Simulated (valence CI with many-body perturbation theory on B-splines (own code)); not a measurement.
## Which ion has this spectrum?

A relativistic CI+MBPT calculation for an atom or ion with 14 electrons gives these levels (cm⁻¹):

```tsv
J	Parity	E	g
0	even	0	
1	even	9298	1.50
2	even	18580	1.45
2	even	48220	1.04
0	even	91792	
2	odd	214367	2.00
1	odd	287196	0.53
2	odd	287349	1.19
3	odd	290189	1.33
0	odd	329045	
1	odd	329769	1.47
2	odd	330400	1.46
2	odd	362434	1.03
1	odd	415969	1.78
```

The energies are calculated, with errors of perhaps 200 cm⁻¹, more in some levels.

(1) Which is it?
A. Fe12+
B. V9+
C. Cr10+
D. Co13+

Answers

(1) A. Fe12+, ground level 3s2 3p2 3P_0.
